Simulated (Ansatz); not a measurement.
**Ligand exchange: C3H4BF + C3H5F3 → C2HBF2 + C4H8F2**

Gas-phase species: C3H4BF `C#CB(C)F`, singlet; C3H5F3 (1,2,3-trifluoropropane) `FCC(F)CF`, singlet; C2HBF2 `C#CB(F)F`, singlet; C4H8F2 `CCC(F)CF`, singlet. The partners trade CH3 for F: B–CH3 and C–F bonds give way to B–F and C–CH3.

Shapes, held fixed at every level: PBE0-D4/def2-TZVP. Flexible molecules stand in one conformer, not always the lowest. Programs: Ansatz 0.2.0. The zero-point and thermal change to 298 K, harmonic and unscaled (PBE0-D4/def2-TZVP), is +4.1 kJ/mol.

| level | kind | ΔH(298 K) (kJ/mol) | less CCSD(T)/CBS estimate | CPU time (sum over the molecules) |
| --- | --- | --- | --- | --- |
| r2SCAN-D4/def2-TZVPP | meta-GGA | -177.5 | +7.1 | 37 s |
| B3LYP-D4/def2-TZVPP | global hybrid | -175.5 | +9.1 | 38 s |
| BHLYP-D4/def2-TZVPP | global hybrid | -180.2 | +4.4 | 25 s |
| wB97X-V/def2-TZVPP | range-separated hybrid | -174.2 | +10.4 | 58 s |
| B2PLYP/def2-TZVPP | double hybrid | -180.7 | +3.9 | 46 s |
| MP2/def2-SVP | perturbation theory | -204.6 | -20.0 | – |
| CCSD(T)/CBS estimate | coupled cluster or CI | -184.6 | 0.0 | – |

The highest level, CCSD(T)/CBS estimate, gives ΔH(298 K) = -184.6 kJ/mol; the levels span -204.6 to -174.2. The column of differences is taken from that level and isn't an error. No measured value is set beside it here. The CBS estimate extrapolates MP2 from def2-TZVPP and def2-QZVPP and adds CCSD(T) − MP2 in the triple-zeta set, cores frozen. Times are processor times on shared x86 and Arm servers, and rough.
